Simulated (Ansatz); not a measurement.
System: ScO, net charge 0, doublet state. The spin state was set by rule; other spins were not relaxed. 
Coordinates optimised at B3LYP-D3(BJ)/def2-TZVP (Ansatz, an electronic-structure program):
```
Sc
O 1 1.6615
```
Charge 0, spin multiplicity 2.

Basis-set convergence of Hartree-Fock and MP2 correlation energies (hartree) with Ansatz. Cores are frozen in the correlated levels unless marked. Open shells are spin-unrestricted. Spin-orbit coupling is left out. The frozen core is the preceding noble-gas configuration, with the filled d and f shells of earlier blocks. Non-relativistic.

| basis | functions | E(HF) | E(corr, MP2) |
|---|---|---|---|
| def2-SVPD | 57 | -834.47023 | -0.27916 |
| def2-TZVPPD | 107 | -834.65647 | -0.32756 |
| def2-QZVPPD | 159 | -834.67387 | -0.34739 |

Extrapolating the two largest sets (X = 3 and 4) as X^-3: E(corr) = (64·(-0.34739) - 27·(-0.32756))/37 = -0.3619 Eh, an estimate of the basis-set limit. The largest set recovers 96.0 % of it, the smallest 77.1 %.
